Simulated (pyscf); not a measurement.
Single points on ωB97X-D3(BJ)/def2-SVP structures (PySCF, gas phase). Correlated levels are frozen-core, on RHF or UHF. ΔMP2 is the change of the MP2 total energy from the triple- to the quadruple-zeta basis.

Problem. For `[OH][B][OH]` [doublet] → `[O][BH][OH]` [doublet], a hydrogen shift (doublet surface; H–O broken, B–H formed), PBE/def2-TZVP gives ΔE‡ = 26.5 kcal/mol and ΔE = +7.0 kcal/mol (zero: the reactant's lowest minimum found). In which direction and how far do B3LYP-D3(BJ)/def2-TZVP, ωB97M-D3(BJ)/def2-TZVP, CCSD(T)/def2-TZVPP + ΔMP2(QZVPP) move these?

Solution. B3LYP-D3(BJ): ΔE‡ = 30.6 kcal/mol, ΔE = +4.5 kcal/mol; ωB97M-D3(BJ): ΔE‡ = 30.6 kcal/mol, ΔE = +5.1 kcal/mol; CCSD(T): ΔE‡ = 33.2 kcal/mol, ΔE = +8.9 kcal/mol. PBE's barrier lies under all of them, by 4.1 to 6.8 kcal/mol. Its reaction energy lies among theirs. Low barriers are usual for a GGA, whose delocalisation error favours stretched bonds. This is the saddle that the search found; another between the same sides may lie lower. The CCSD(T) − MP2 part came from Ansatz, without density fitting, on the same reference.
